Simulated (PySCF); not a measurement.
KMg and its ions

M06; basis K aug-pcseg-1, Mg aug-pcseg-1; no relativity; PySCF 2.14. Neutral (UKS): doublet (σ ↑), Re = 3.774 Å, ωe = 93.3 cm⁻¹, De = 0.16 eV, HOMO -2.70 eV, LUMO -1.22 eV.

KMg⁻ (UKS): singlet (closed shell), Re = 4.016 Å, ωe = 74.7 cm⁻¹, De = 0.29 eV to K⁻ + Mg. The energies at the minima are -799.86722 hartree for KMg and -799.88836 for KMg⁻.

(1) Work out the adiabatic electron affinity, without and with harmonic zero-point energies (1 hartree = 27.2114 eV, 1 eV = 8065.5 cm⁻¹), and the change of the bond length.

Closed-shell solutions of metal pairs were not tested for spin polarisation, which can lower them a little. Weak bonds: KMg, KMg⁻. Basis-set superposition, not corrected here, can be much of De in a small basis, most of all at correlated wavefunction levels. For an ion De counts to the pair picked by the measured ionisation energies or electron affinities, which need not be the lowest pair at this level. The highest Kohn–Sham level is positive in this anion. Much of that is self-interaction error, but it also means that the finite basis helps to hold the extra electron. States were picked by a PBE0 search and need not be the measured ground states.

## Answers

(1) At M06: 0.02114 hartree = 0.575 eV between the minima; the zero-point term (93.3 − 74.7)/2 cm⁻¹ = +0.001 eV makes it 0.576 eV. Re changes by +24.2 pm against the neutral. The electron enters a σ orbital; the charge polarises the partner, so the anion is bound more strongly.
